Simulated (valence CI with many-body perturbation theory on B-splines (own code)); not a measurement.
**Hyperfine factors and g values of Pt27+**

Computed by configuration interaction combined with many-body perturbation theory (CI+MBPT): five valence electrons over a frozen Dirac-Fock core [Kr] 4d10, a basis of 7 s, 7 p, 7 d, 7 f, 4 g, 2 h functions for each j, with the one-electron correlation potential Σ1, the two-electron term Σ2, the three-electron term Σ3, Breit, model QED; selected CI, second order for the rest, scaled by the run's own slope (own B-spline code, finite nucleus).

No measured spectrum was set against this ion. As an estimate, large intervals hold to a few tenths of a per cent, small ones and those within an open d or f shell to about a per cent. Among the levels kept, up to 990 cm⁻¹ of a level comes from second order outside the variational space, and about a tenth of that is noise between levels of different J, which matters for small intervals. Only levels of the ground parity were solved; by the run's estimate the other parity begins above the list, which can be wrong where configurations are misplaced.

A/g_I is the dipole constant over the nuclear g factor μ/I (μ in nuclear magnetons, uniformly magnetised nucleus), B/Q the quadrupole constant per barn. Both hold the static response of the core; the bare values leave it out. Large factors of s and p1/2 electrons are usually good to 5 to 10 %; those of open d and f shells near neutrality can be off by tens of per cent, and small factors of p3/2, d and f electrons come from cancelling terms and can be off by a factor of two or in sign, in half-filled shells by more. B is blank for J = 1/2, where it vanishes, and for nearly pure S terms. Energies count from the lowest level.

Names give the largest LS component (configuration and term), which can be under half, so a name can repeat, a term be missing and a line seem to break the LS rules; names also repeat where a configuration has a term twice. Letters in brackets count levels of one name in rising energy.

```csv
Level,E (cm⁻¹),g,A/g_I (MHz),A/g_I bare,B/Q (MHz/b),B/Q bare
4f5 6H°_5/2,0.0,0.467,6450,5560,-4670,-4170
4f5 6H°_7/2,17385,0.874,4100,3950,-3970,-3550
4f5 6F°_5/2 [a],30520,1.077,3590,3900,-2100,-1860
4f5 6H°_9/2,31371,1.062,3150,3360,-3720,-3340
4f5 6F°_3/2,32180,0.942,4620,4710,-938,-814
4f5 6F°_1/2,34574,-0.488,13900,11600,,
4f5 6H°_11/2,41990,1.155,2790,3190,-3690,-3340
4f5 6F°_7/2,45359,1.295,1900,2540,-102,-122
4f5 6H°_13/2,49761,1.189,2740,3220,-3730,-3410
4f5 4I°_15/2 [a],51264,1.112,3240,3590,-1560,-1510
4f5 6F°_9/2,57904,1.350,1620,2360,1660,1430
4f5 6F°_5/2 [b],62775,0.983,3890,3990,-2740,-2450
4f5 4M°_15/2,67818,1.051,3320,3520,-584,-593
4f5 6F°_11/2,68871,1.341,1760,2500,3250,2830
4f5 4F°_3/2 [a],71477,0.594,5980,5350,-132,-133
4f5 4I°_9/2 [a],73896,0.849,4220,4020,-2190,-1950
4f5 4L°_13/2,74539,0.954,3810,3820,-736,-688
4f5 4K°_11/2 [a],75301,0.944,3790,3780,-1210,-1090
4f5 4P°_5/2 [a],77728,1.350,1830,2600,-2900,-2590
4f5 4G°_7/2 [a],81675,1.042,3510,3710,-2680,-2420
4f5 4M°_17/2,84112,1.008,3550,3680,3740,3280
4f5 2P°_1/2 [a],86411,0.413,10300,9740,,
4f5 6P°_3/2,90179,1.947,-2870,-1180,1010,870
4f5 4G°_9/2 [a],94533,1.071,3310,3570,-1220,-1120
4f5 4L°_15/2,94751,1.002,3600,3720,-150,-144
4f5 4M°_19/2 [a],96365,1.058,3330,3560,4640,4070
4f5 2G°_7/2 [a],97455,0.854,4130,3930,908,836
4f5 4F°_5/2 [a],99381,0.884,4670,4610,731,628
4f5 4I°_9/2 [b],99814,1.041,3270,3440,2540,2240
4f5 4H°_11/2 [a],100000,1.104,3110,3420,799,693
4f5 4K°_13/2 [a],101510,0.948,3880,3890,-2120,-1860
4f5 4M°_21/2,101570,1.082,3290,3560,5680,4980
4f5 2K°_15/2 [a],102820,1.078,3060,3300,-155,-179
4f5 4L°_17/2,104700,1.023,3630,3800,-226,-205
4f5 4D°_7/2 [a],106880,1.439,803,1660,1560,1350
4f5 4I°_13/2 [a],107790,1.068,3260,3500,190,150
4f5 4I°_11/2 [a],108380,0.948,3560,3530,-1620,-1410
4f5 6P°_5/2,109080,1.396,1490,2340,-1860,-1650
4f5 4H°_13/2 [a],110920,1.077,3180,3430,-1150,-1040
4f5 4D°_3/2 [a],113450,1.306,1210,1790,764,691
```

Q: Take the isotope of mass number 195, with I = 1/2, μ = 0.6073 μN. What is the hyperfine structure of 4f5 6F°_1/2?

A: From the table A = 16900 MHz. Shifts from the centre of gravity in MHz: F = 0: -12700, F = 1: 4220.
